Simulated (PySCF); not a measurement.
**Deuteron quadrupole couplings in `CC(C)/C(=C\[SiH3])C[SiH3]`**

Species: C₆H₁₆Si₂.
SMILES with atom numbers: `[CH3:1][CH:2]([CH3:3])/[C:4](=[CH:5]\[SiH3:6])[CH2:7][SiH3:8]` (hydrogens: H9, H10, H11 on C1; H12 on C2; H13, H14, H15 on C3; H16 on C5; H17, H18, H19 on Si6; H20, H21 on C7; H22, H23, H24 on Si8)

Cartesian coordinates in Å at the GFN2-xTB level; atoms count from 1:
```xyz
24
C6H16Si2 angstrom
C     -0.8212   -0.7145   -1.7160
C     -1.0619   -0.1757   -0.3063
C     -1.9552   -1.1298    0.4929
C      0.2209    0.0867    0.4418
C      0.4661    1.2681    1.0124
Si    -0.6179    2.7963    0.9936
C      1.2075   -1.0343    0.5472
Si     2.6966   -0.8283   -0.6325
H     -0.3396   -1.6893   -1.6914
H     -1.7696   -0.8179   -2.2399
H     -0.1917   -0.0292   -2.2794
H     -1.5928    0.7778   -0.3981
H     -1.4963   -2.1120    0.5857
H     -2.9159   -1.2500   -0.0033
H     -2.1284   -0.7359    1.4921
H      1.4023    1.3599    1.5539
H     -1.9347    2.5387    1.5910
H      0.0533    3.8361    1.7783
H     -0.8156    3.2939   -0.3741
H      1.6037   -1.0678    1.5642
H      0.7264   -1.9941    0.3635
H      3.6655   -1.8827   -0.3157
H      2.2857   -0.9630   -2.0304
H      3.3011    0.4866   -0.4221
```

Level: PBE0/pcSseg-1 (PySCF, non-relativistic); Q(2H) = 0.00286 b; rigid geometry, the same for H and D, with no vibrational averaging.

Problem. Rank these positions by the coupling χzz of a deuteron there, largest first.
A. H12 (methine hydrogen)
B. H22 (Si–H hydrogen)
C. H10 (methyl hydrogen)
D. H16 (vinylic hydrogen)

Solution. D (217 kHz), C (211 kHz), A (198 kHz), B (108 kHz).

Problem. Give the electric field gradient Vzz (the principal value of largest size), its asymmetry and the 2H coupling at each hydrogen.

Solution. 
| atom | bonded to | bond length (Å) | Vzz (au) | η | χzz (kHz) |
| --- | --- | --- | --- | --- | --- |
| H9 | C1 | 1.088 | 0.3154 | 0.02 | 212 |
| H10 | C1 | 1.088 | 0.3143 | 0.02 | 211 |
| H11 | C1 | 1.088 | 0.3136 | 0.01 | 211 |
| H12 | C2 | 1.095 | 0.2942 | 0.05 | 198 |
| H13 | C3 | 1.088 | 0.3151 | 0.03 | 212 |
| H14 | C3 | 1.088 | 0.3153 | 0.02 | 212 |
| H15 | C3 | 1.088 | 0.3132 | 0.02 | 210 |
| H16 | C5 | 1.085 | 0.3236 | 0.07 | 217 |
| H17 | Si6 | 1.469 | 0.1604 | 0.01 | 108 |
| H18 | Si6 | 1.465 | 0.1619 | 0.01 | 109 |
| H19 | Si6 | 1.469 | 0.1604 | 0.01 | 108 |
| H20 | C7 | 1.092 | 0.3098 | 0.03 | 208 |
| H21 | C7 | 1.089 | 0.3149 | 0.04 | 212 |
| H22 | Si8 | 1.467 | 0.1606 | 0.01 | 108 |
| H23 | Si8 | 1.463 | 0.1630 | 0.01 | 110 |
| H24 | Si8 | 1.462 | 0.1637 | 0.02 | 110 |

Problem. Average by the element that carries the hydrogen.

Solution. on C: 210 kHz over 10 positions, mean bond length 1.089 Å; on Si: 109 kHz over 6 positions, mean bond length 1.466 Å.

Problem. How does χzz go with the bond length over the 10 C–H bonds?

Solution. A straight-line fit has a slope of -17.4 kHz for each 0.01 Å, with a correlation coefficient of -0.95, over lengths from 1.085 to 1.095 Å. The longer bonds have the smaller couplings here.

One conformer (not necessarily the lowest) at the GFN2-xTB geometry, without solvent, vibrations or thermal averaging. GFN2-xTB bond lengths can be off by several hundredths of an ångström, more for odd bonds, and the gradients follow them. A larger basis could move these couplings by a tenth or more.
